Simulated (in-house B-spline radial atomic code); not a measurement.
The numbers below are computed, except where a source is named.
**Making a Troullier-Martins p channel for Ru, r_c = 0.86 bohr**

Ru, [Kr] 4d7 5s1, non-relativistic LDA (VWN5), spherical and spin-unpolarised, from a B-spline radial code for spherical atoms (atomic units). The all-electron 4p level is ε = -1.667550 hartree, its outermost node lies just inside 0.51 bohr and its outer maximum at 0.99 bohr.

Inside r_c the pseudo-orbital is u(r) = r^2 exp(p(r)), with p = c0 + c2 r² + c4 r⁴ + … + c12 r¹². The seven coefficients follow from p and its first four derivatives at r_c, from zero curvature of the screened potential at the origin, c4 = −c2²/(2l + 5), and from the norm inside r_c. At r_c the all-electron orbital has P = 1.009767, P' = 0.9309245, the screened potential V = -7.317385, V' = 18.92123, V'' = -61.62409, and the norm inside is Q = 0.2361738.

(1) What are p, p' and p'' at r_c?

For a trial c2 the five matching conditions are linear in c0, c6, c8, c10 and c12, and c2 is varied until the norm inside r_c equals Q. The root nearest zero gives:

```
 n        c_n
 0   1.476652
 2  -4.392335
 4  -2.756086
 6    45.8639
 8  -97.14505
10   82.94159
12  -25.97659
```

(2) Check c4 and p(r_c), and find the screened pseudopotential at the origin.

Orbitals and screened potentials:

| r (bohr) | P | u | V all-electron | V pseudo |
| --- | --- | --- | --- | --- |
| 0.086 | 0.3595 | 0.03134 | -360.3 | -23.56 |
| 0.215 | -0.3722 | 0.1649 | -97.2 | -21.38 |
| 0.344 | -0.5283 | 0.3144 | -44.03 | -13.72 |
| 0.473 | -0.09149 | 0.437 | -24.6 | -3.902 |
| 0.602 | 0.4302 | 0.5914 | -15.44 | 0.2497 |
| 0.731 | 0.8096 | 0.8205 | -10.39 | -5.034 |
| 0.86 | 1.01 | 1.01 | -7.317 | -7.317 |

Logarithmic derivatives P'/P at R = 1.16 bohr, for energies E around ε:

```tsv
E − ε (hartree)	all-electron	pseudo
-0.5	-0.134163	-0.136664
-0.25	-0.380195	-0.38091
-0.1	-0.538079	-0.538203
0	-0.648085	-0.648084
0.1	-0.762194	-0.762333
0.25	-0.941681	-0.942642
0.5	-1.2658	-1.27032
```

(3) With P(R) = 1.00395 and a norm of 0.5644922 inside R, what slope in energy does norm conservation fix?

## Answers

(1) p = ln(P/r_c^2) = ln(1.009767/0.7396) = 0.31137. p' = P'/P − 2/r_c = 0.92192 − 2.32558 = -1.40366. The radial equation gives p'' = 2(V − ε) − 2(2) p'/r_c − p'² = -11.29967 − (-6.52866) − 1.97026 = -6.74128. Differentiating, p''' = 2V' + 2(2)p'/r_c² − 2(2)p''/r_c − 2p'p'' = 42.681, and p'''' = 2V'' − 4(2)p'/r_c³ + 4(2)p''/r_c² − 2(2)p'''/r_c − 2p''² − 2p'p''' = -348.1.

(2) −c2²/7 = -2.75609, as listed. The terms c_n r_c^n are 1.47665, -3.24857, -1.50760, 18.55503, -29.06754, 18.35511, -4.25171, which sum to 0.31137. Inverting the radial equation, V_l(r) = ε + 2 p'/r + (p'' + p'²)/2, so V_l(0) = ε + (2l + 3) c2 = -1.66755 + 5 × (-4.39233) = -23.6292 hartree, finite where the all-electron potential diverges.

(3) d(P'/P)/dE = −2 × (norm inside R)/P(R)² = -1.1201 per hartree·bohr at E = ε, for both atoms, since orbital and norm agree at R. Differences over ±0.1 hartree give -1.1206 (all-electron) and -1.1207 (pseudo), which also hold third-order terms. Half a hartree below ε the two curves differ by -0.0025.
